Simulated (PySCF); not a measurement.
A species of formula C7H11N2P has this rotational fingerprint, computed with PBE0/pcSseg-1 in PySCF (dipole) on a GFN2-xTB geometry, gas phase:

```
Rotational constants : A = 1859, B = 929.0, C = 626.8 MHz
Dipole components    : |μa| = 3.40 D, |μb| = 2.98 D, |μc| = 0.02 D
Inertial defect      : -9.51 u·Å²
κ                    : -0.51
```

Task: Which candidate fits, each taken in the one conformer that was computed?
A. `[CH3:1][CH2:2][c:3]1[n:4][n:5]([CH:6]2[CH2:7][CH2:8]2)[cH:9][p:10]1` with C1–C2–C3–N4 -167°, N4–N5–C6–C7 -35°
B. `[CH2:1]=[CH:2][c:3]1[n:4][n:5]([CH:6]([CH3:7])[CH3:8])[cH:9][p:10]1` with C1–C2–C3–N4 180°, N4–N5–C6–C7 118°
C. `[CH2:1]=[CH:2][c:3]1[p:4][cH:5][n:6][n:7]1[CH:8]([CH3:9])[CH3:10]` with C1–C2–C3–P4 -3°, N6–N7–C8–C9 95°
D. `[cH:1]1[n:2][n:3]([CH:4]2[CH2:5][CH2:6][CH2:7][CH2:8]2)[cH:9][p:10]1` with N2–N3–C4–C5 -65°, N3–C4–C5–C6 100°, C4–C5–C6–C7 39°, C5–C6–C7–C8 -43°, C6–C7–C8–C4 30°
E. `Cc1cc(N(C)C)pcn1`

Result: E. It is Cc1cc(N(C)C)pcn1, an asymmetric top. The candidates at the same level (rigid rotor, commonest isotopes):

```tsv
SMILES	A (MHz)	B (MHz)	C (MHz)	μa (D)	μb (D)	μc (D)	Δ (u·Å²)	point group	rotor
C=Cc1nn(C(C)C)cp1	2655	670.7	605.3	3.14	0.14	0.00	-108.89	Cs	near-prolate asymmetric top
CCc1nn(C2CC2)cp1	2494	723.5	592.0	2.44	0.01	0.04	-47.51	C1	asymmetric top
Cc1cc(N(C)C)pcn1	1859	929.0	626.8	3.40	2.98	0.02	-9.51	near Cs	asymmetric top
c1nn(C2CCCC2)cp1	3241	681.4	660.3	2.39	1.51	0.06	-132.19	C1	near-prolate asymmetric top
C=Cc1pcnn1C(C)C	1660	1013	695.9	1.73	2.32	0.17	-76.99	C1	asymmetric top
```

`c1nn(C2CCCC2)cp1` has A 74 % too high; `CCc1nn(C2CC2)cp1` has A 34 % too high; `C=Cc1nn(C(C)C)cp1` has A 43 % too high; `C=Cc1pcnn1C(C)C` has C 11 % too high. No structure here is proved a minimum.
